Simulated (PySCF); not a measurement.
H4N2O2W, SMILES [NH2][W]([NH2])(=[O])=[O], multiplicity 1. Atoms are numbered in the order given.

```xyz
9

W      0.0000     0.0000    -0.0532
O      0.0000     1.4454    -0.9925
O      0.0000    -1.4454    -0.9925
N      1.6208     0.0000     1.0373
H      2.1229     0.8378     1.3233
H      2.1229    -0.8378     1.3233
N     -1.6208     0.0000     1.0373
H     -2.1229     0.8378     1.3233
H     -2.1229    -0.8378     1.3233
```
Charge 0, spin multiplicity 1.

Geometry: r2SCAN-D4/def2-SVP. The spin state was assumed, not searched. The structure was generated by enumeration; whether it is a known compound was not checked. The def2 effective core potentials stand for the cores of W; spin–orbit coupling is left out. One conformer was computed; it need not be the lowest.

Level of theory: TDDFT-ωB97X/def2-SVPD (PySCF).

Vertical excitations. Isolated molecule, no solvent. State labels are in the subgroup C2v.

Computed lowest excited states:
```json
[
 {"state": "S1", "symmetry": "B1", "energy (eV)": "5.22", "λ (nm)": "237", "f": "0.000", "main pairs": "HOMO−1→LUMO 96 %"},
 {"state": "S2", "symmetry": "B2", "energy (eV)": "5.28", "λ (nm)": "235", "f": "0.004", "main pairs": "HOMO→LUMO 95 %"},
 {"state": "S3", "symmetry": "A2", "energy (eV)": "5.77", "λ (nm)": "215", "f": "0.000", "main pairs": "HOMO−2→LUMO 93 %"},
 {"state": "S4", "symmetry": "B1", "energy (eV)": "5.95", "λ (nm)": "209", "f": "0.148", "main pairs": "HOMO→LUMO+1 86 %"},
 {"state": "S5", "symmetry": "B2", "energy (eV)": "6.07", "λ (nm)": "204", "f": "0.006", "main pairs": "HOMO−1→LUMO+1 79 %, HOMO−3→LUMO 15 %"},
 {"state": "S6", "symmetry": "A1", "energy (eV)": "6.52", "λ (nm)": "190", "f": "0.010", "main pairs": "HOMO−2→LUMO+1 77 %"},
 {"state": "S7", "symmetry": "A2", "energy (eV)": "6.64", "λ (nm)": "187", "f": "0.000", "main pairs": "HOMO→LUMO+4 86 %"},
 {"state": "S8", "symmetry": "B2", "energy (eV)": "6.77", "λ (nm)": "183", "f": "0.022", "main pairs": "HOMO−3→LUMO 65 %, HOMO−2→LUMO+4 14 %, HOMO−1→LUMO+1 11 %"},
 {"state": "S9", "symmetry": "B1", "energy (eV)": "6.85", "λ (nm)": "181", "f": "0.014", "main pairs": "HOMO→LUMO+2 81 %"},
 {"state": "S10", "symmetry": "A1", "energy (eV)": "6.89", "λ (nm)": "180", "f": "0.013", "main pairs": "HOMO→LUMO+3 79 %"},
 {"state": "T1", "symmetry": "B2", "energy (eV)": "4.83", "λ (nm)": "257", "f": "0", "main pairs": "HOMO→LUMO 75 %, HOMO−3→LUMO 19 %"},
 {"state": "T2", "symmetry": "B1", "energy (eV)": "4.85", "λ (nm)": "256", "f": "0", "main pairs": "HOMO→LUMO+1 53 %, HOMO−1→LUMO 43 %"},
 {"state": "T3", "symmetry": "B1", "energy (eV)": "4.93", "λ (nm)": "252", "f": "0", "main pairs": "HOMO−1→LUMO 53 %, HOMO→LUMO+1 43 %"},
 {"state": "T4", "symmetry": "A2", "energy (eV)": "5.52", "λ (nm)": "224", "f": "0", "main pairs": "HOMO−2→LUMO 86 %"}
]
```
Triplets are in the Tamm–Dancoff approximation, which puts them higher than full response would, so one can lie above its singlet here.
